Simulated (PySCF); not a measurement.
Level of theory: PySCF, TPSS, basis Be def2-TZVP, O def2-TZVP, H def2-TZVP (no relativity, density fitting).

```xyz
5
charge 0 multiplicity 1, angstrom
Be    0.0000   -0.0242    0.0000
O    -0.0440    0.0363    1.4368
O     0.0440    0.0363   -1.4368
H    -0.6206   -0.4753    2.0106
H     0.6206   -0.4753   -2.0106
```

Be(OH)2 (singlet), along the line from Be1 (at 0) through O2 (at 1.439 Å).

Q: Tabulate the fields along this line at -0.43, -0.36, -0.29, -0.22, -0.14, -0.07, 0.07, 0.14, 0.22, 0.29, 0.36, 0.43, 0.50, 0.58, 0.65, 0.72, 0.79, 0.86, 0.94, 1.01, 1.08, 1.15, 1.22, 1.29, 1.37, 1.51, 1.58, 1.65, 1.73, 1.80, 1.87, 1.94, 2.01, 2.09, 2.16, 2.23, 2.30 Å.

A: 
```csv
distance (Å),electron density (e/Å³),electron localisation function,electrostatic potential (V)
-0.43,1.04,0.0713,39.4
-0.36,1.82,0.252,53.8
-0.29,4.14,0.833,77.5
-0.22,10.6,0.991,122
-0.14,28.7,1,226
-0.07,80.9,1,592
0.07,80.9,1,592
0.14,28.7,1,226
0.22,10.6,0.991,122
0.29,4.14,0.833,77.5
0.36,1.82,0.252,53.8
0.43,1.04,0.071,39.4
0.50,0.853,0.0913,30
0.58,0.92,0.291,23.8
0.65,1.13,0.643,20
0.72,1.46,0.818,18.7
0.79,1.91,0.865,19.9
0.86,2.53,0.871,24.6
0.94,3.33,0.856,34.2
1.01,4.36,0.807,51.2
1.08,5.57,0.67,80.5
1.15,6.97,0.329,131
1.22,10.4,0.107,225
1.29,35.3,0.508,429
1.37,247,0.997,1120
1.51,247,0.997,1120
1.58,35.2,0.509,429
1.65,10.3,0.106,225
1.73,6.77,0.309,131
1.80,5.27,0.625,79.8
1.87,3.99,0.755,49.9
1.94,2.93,0.796,31.6
2.01,2.11,0.802,20.3
2.09,1.5,0.79,13.1
2.16,1.06,0.764,8.6
2.23,0.749,0.726,5.68
2.30,0.529,0.677,3.77
```

On a grid of 0.07 Å the density has a local minimum along the bond near 0.50 Å from Be, at 0.85 e/Å³, where the ELF is 0.09.
